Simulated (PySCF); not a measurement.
C4H9O, multiplicity 2. Atoms are numbered in the order given.

```xyz
14

C     -0.5797    -1.3749     0.0000
C      0.0819     0.0237     0.0000
C     -0.3104     0.7888    -1.2679
C     -0.3104     0.7888     1.2679
O      1.4203    -0.2674     0.0000
H     -1.6721    -1.2449     0.0000
H     -0.2843    -1.9404     0.8945
H     -0.2843    -1.9404    -0.8945
H     -1.3950     0.9723    -1.3052
H      0.2031     1.7616    -1.2951
H     -0.0133     0.2196    -2.1604
H     -0.0133     0.2196     2.1604
H     -1.3950     0.9723     1.3052
H      0.2031     1.7616     1.2951
```
Charge 0, spin multiplicity 2.

Coordinates come from a PBE0-D3(BJ)/def2-SVP optimisation. The isomer is the one that the SMILES or the coordinates give; other isomers of the formula were not compared.

Computed with PBE/def2-TZVP run with PySCF.

Atomic charges (e):

| atom | Mulliken | Löwdin | Mulliken spin |
|---|---|---|---|
| C1 | -0.33 | -0.24 | 0.11 |
| C2 | 0.15 | -0.53 | -0.02 |
| C3 | -0.33 | -0.27 | 0.02 |
| C4 | -0.33 | -0.27 | 0.02 |
| O5 | -0.23 | 0.15 | 0.83 |
| H6 | 0.12 | 0.14 | 0.03 |
| H7 | 0.13 | 0.13 | 0.00 |
| H8 | 0.13 | 0.13 | 0.00 |
| H9 | 0.10 | 0.13 | 0.00 |
| H10 | 0.12 | 0.13 | 0.00 |
| H11 | 0.12 | 0.13 | 0.00 |
| H12 | 0.12 | 0.13 | 0.00 |
| H13 | 0.10 | 0.13 | 0.00 |
| H14 | 0.12 | 0.13 | 0.00 |

Computed Mayer and Wiberg (Löwdin basis) orders of the bonds:
```
bond    Mayer  Wiberg
------  -----  ------
C1–C2    0.89    1.11
C2–C3    0.95    1.18
C2–C4    0.95    1.18
C2–O5    1.27    1.80
C1–H6    0.94    0.88
C1–H7    0.97    0.90
C1–H8    0.97    0.90
C3–H9    0.95    0.89
C3–H10   0.96    0.89
C3–H11   0.97    0.89
C4–H12   0.97    0.89
C4–H13   0.95    0.89
C4–H14   0.96    0.89
```
